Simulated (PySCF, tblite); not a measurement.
Compound: C4H10ClPSi2.
Structure used (GFN2-xTB), in Å, numbered top down from 1:
```xyz
18
C4H10ClPSi2 angstrom
C     -2.4187    2.0216    0.0585
C     -1.9838    0.9659    0.4185
C     -1.4593   -0.3180    0.8241
C     -1.7636   -1.3742   -0.2427
Si     0.4286   -0.1615    1.1846
Cl     1.0328   -1.9661    1.9174
Si     1.6212    0.4149   -0.7372
P      3.8501    0.4812   -0.5049
H     -2.8131    2.9443   -0.2458
H     -1.9697   -0.6055    1.7512
H     -2.8386   -1.4679   -0.3889
H     -1.3150   -1.0961   -1.1945
H     -1.3720   -2.3431    0.0603
H      0.5666    0.7748    2.3112
H      1.4069   -0.5060   -1.8642
H      1.2309    1.7543   -1.1925
H      3.9498   -0.7206    0.1737
H      3.8383    1.2082    0.6730
```

The calculation used PBE0/pcSseg-1 in PySCF (dipole) on a GFN2-xTB geometry, gas phase.

Take the most abundant isotopes and a rigid rotor. The values belong to one conformer with, in the numbering `[CH:1]#[C:2][C@@H:3]([CH3:4])[Si@@H:5]([Cl:6])[SiH2:7][PH2:8]`, C2–C3–Si5–Cl6 175°, C3–Si5–Si7–P8 -176°, Si5–Si7–P8–H 46° and -47°.

Question: Give the principal moments of inertia and the rotational constants in cm⁻¹.

Answer: Ia = 423.03, Ib = 816.49, Ic = 1092.92 u·Å²; 505379 MHz·u·Å²/I gives 1195, 619.0 and 462.4 MHz, that is A = 0.03985, B = 0.02065, C = 0.01542 cm⁻¹.

Question: What kind of rotor is it?

Answer: An asymmetric top. Ray's parameter κ = (2B − A − C)/(A − C) = -0.572; −1 is the prolate and +1 the oblate limit.

Question: Is it planar, by Δ = Ic − Ia − Ib?

Answer: Not planar: Δ = Ic − Ia − Ib = -146.60 u·Å². For a rigid frame Δ = −2 Σ m c², so Σ m c² = 73.30 u·Å² lies off the ab plane: 22.09 from hydrogen and 51.21 from heavier atoms. The atom farthest from that plane is 2.07 Å away.

Question: Which lines would a microwave search look for?

Answer: The dipole components are |μa| = 1.03 D, |μb| = 0.40 D, |μc| = 0.22 D. Intensities carry the squares of the components, which stand as 1.00 : 0.15 : 0.05 (a : b : c). Some lines, for components of 0.1 D or more:

| type | branch | J(Ka,Kc) | MHz | lower level (cm⁻¹) |
| --- | --- | --- | --- | --- |
| b | Q | 1(1,0) ← 1(0,1) | 732 | 0.036 |
| c | Q | 3(2,2) ← 3(1,2) | 1511 | 0.253 |
| b | Q | 3(2,1) ← 3(1,2) | 1645 | 0.253 |
| a | R | 2(0,2) ← 1(0,1) | 2135 | 0.036 |
| b | Q | 5(1,4) ← 5(0,5) | 2360 | 0.515 |
| b | Q | 4(2,3) ← 4(1,4) | 2786 | 0.354 |
| b | Q | 3(3,0) ← 3(2,1) | 3155 | 0.308 |
| a | R | 3(2,2) ← 2(2,1) | 3244 | 0.195 |
| b | Q | 3(3,1) ← 3(2,2) | 3286 | 0.304 |
| b | Q | 4(3,2) ← 4(2,3) | 3355 | 0.447 |
| c | R | 3(1,2) ← 2(0,2) | 4376 | 0.107 |
| b | Q | 5(4,1) ← 5(3,2) | 4450 | 0.745 |
| c | Q | 4(4,1) ← 4(3,1) | 4514 | 0.560 |
| b | R | 3(2,2) ← 2(1,1) | 4971 | 0.138 |
| a | R | 5(3,3) ← 4(3,2) | 5474 | 0.559 |
| a | R | 5(3,2) ← 4(3,1) | 5536 | 0.560 |
| b | R | 3(3,0) ← 2(2,1) | 6533 | 0.195 |
| c | R | 4(2,3) ← 3(1,3) | 6751 | 0.222 |
| b | R | 5(3,3) ← 4(2,2) | 8458 | 0.460 |
| c | R | 5(3,2) ← 4(2,2) | 8542 | 0.460 |

Its lowest GFN2-xTB frequency is 9 cm⁻¹, too small to tell a flat minimum from a shallow saddle. These are rigid-rotor constants of the computed structure; measured ground-state constants (B0) also hold zero-point vibration. A rigid rotor knows nothing of internal rotation, which can split or shift real lines. Quadrupole hyperfine structure (35Cl) is left out.
